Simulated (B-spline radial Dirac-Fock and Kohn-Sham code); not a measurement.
ΔSCF core binding energies without Breit or QED terms, calculated with a radial atomic solver.

A sound run for carbon as C²⁺, [He] 2s2: The ground state converged in 8 iterations, with total energy -36.42515 Ha, virial ratio 1.99909 and highest orbital energy -46.12 eV. ΔSCF binding energies: K (1s) 339.4 eV. Holes are computed only in closed shells, and unreliable hole states are left out.

A second run, with one unsound setting: The ground state converged in 9 iterations, with total energy -55.18844 Ha, virial ratio 1.16338 and highest orbital energy -71.34 eV. ΔSCF binding energies: K (1s) 465.5 eV. Holes are computed only in closed shells, and unreliable hole states are left out.

```
iter   energy (Ha)        error
   1      -55.11538020  1.79e-01
   2      -55.18806347  1.69e-02
   3      -55.18831046  8.04e-03
   4      -55.18839677  3.80e-03
   5      -55.18843959  3.78e-04
   6      -55.18844038  6.07e-05
   7      -55.18844040  5.31e-06
   8      -55.18844040  4.25e-07
   9      -55.18844040  1.33e-08
```

Task: Which fault fits the second run best?
A. damping too heavy
B. box too small
C. speed of light below Z
D. too few quadrature points

Result: C. The input had c_factor = 0.0383: c_factor makes c so small that Zα exceeds 1, so any numbers that come out have no meaning.
